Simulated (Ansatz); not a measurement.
Born–Oppenheimer molecular dynamics of CH₁₀BNOSi₂ (16 atoms, charge 0, multiplicity 1). It starts from a relaxed structure.

All numbers below come from RKS PBE/STO-3G (Ansatz 0.2.0).

```
ensemble        : NVT, Langevin thermostat
time step       : 0.5 fs
steps asked     : 250
set temperature : 300 K
friction        : 0.05 /fs
seed            : 530909
```

First frame:

```xyz
16
Properties=species:S:1:pos:R:3
B -1.506 -0.256 0.517
N -0.403 0.259 -0.168
Si 1.179 -0.595 -0.277
C 1.176 -2.247 0.612
Si -0.557 1.903 -0.904
O -0.580 3.126 0.304
H -2.502 0.379 0.564
H -1.462 -1.305 1.051
H 2.196 0.288 0.286
H 1.484 -0.778 -1.693
H 2.160 -2.732 0.501
H 0.413 -2.927 0.199
H 0.975 -2.127 1.689
H 0.631 2.168 -1.704
H -1.762 1.887 -1.735
H -1.465 2.936 0.802
```

(1) How far do the bonds stretch over the last three quarters of this one trajectory? (Pairs bonded in most of those frames.)

## Answers

(1) 
```csv
bond,mean (Å),spread (Å),shortest,longest
B1–N2,1.401,0.012,1.36,1.43
B1–H7,1.185,0.029,1.12,1.25
B1–H8,1.181,0.023,1.12,1.23
N2–Si3,1.812,0.035,1.75,1.88
N2–Si5,1.802,0.022,1.74,1.84
Si3–C4,1.875,0.036,1.79,1.94
Si3–H9,1.464,0.031,1.41,1.54
Si3–H10,1.464,0.028,1.42,1.52
C4–H11,1.105,0.021,1.04,1.16
C4–H12,1.107,0.040,1.04,1.18
C4–H13,1.104,0.027,1.04,1.16
Si5–O6,1.735,0.031,1.68,1.81
Si5–H14,1.465,0.058,1.36,1.58
Si5–H15,1.466,0.017,1.42,1.51
O6–H16,1.035,0.016,0.99,1.08
```

Mean temperature of the second half: 272 K. A run of 0.12 ps of so small a system gives no equilibrium averages. Limits of this set-up: minimal basis.

Time of the run: 13 min on 1 thread of Arm Neoverse V1, on a shared host, peak memory 0.091 GiB.
